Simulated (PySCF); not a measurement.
# Correlation energy of Se(3+) (selenium, charge +3)

[Ar] 3d10 4s2 4p1, 2P determinant. Computed with PySCF 2.14 in x2c-TZVPPall (6s5p4d1f, 48 functions), with the spin-free X2C one-electron Hamiltonian (Gaussian nucleus). Frozen: [Ne]; 21 electrons correlated.

MP2 pair energies summed by pair of shells (mhartree):

```
 pair  energy  share (%)
3d-3d  -85.82       37.3
3p-3d  -45.74       19.9
4s-4s  -23.34       10.2
4s-4p  -19.02        8.3
3d-4s  -16.83        7.3
3s-3d  -15.58        6.8
3p-3p   -7.89        3.4
3d-4p   -4.96        2.2
3s-3p   -4.92        2.1
3p-4s   -3.61        1.6
3s-3s   -0.88        0.4
3p-4p   -0.79        0.3
3s-4s   -0.37        0.2
3s-4p   -0.11        0.0
```

Total MP2 correlation energy: -229.86 mhartree.

Same-spin part -69.45 and opposite-spin part -160.41 mhartree; SCS-MP2 scales them by 1/3 and 6/5 to -215.64 mhartree.

This basis was not built for core-valence correlation, so the inner-shell part is incomplete.
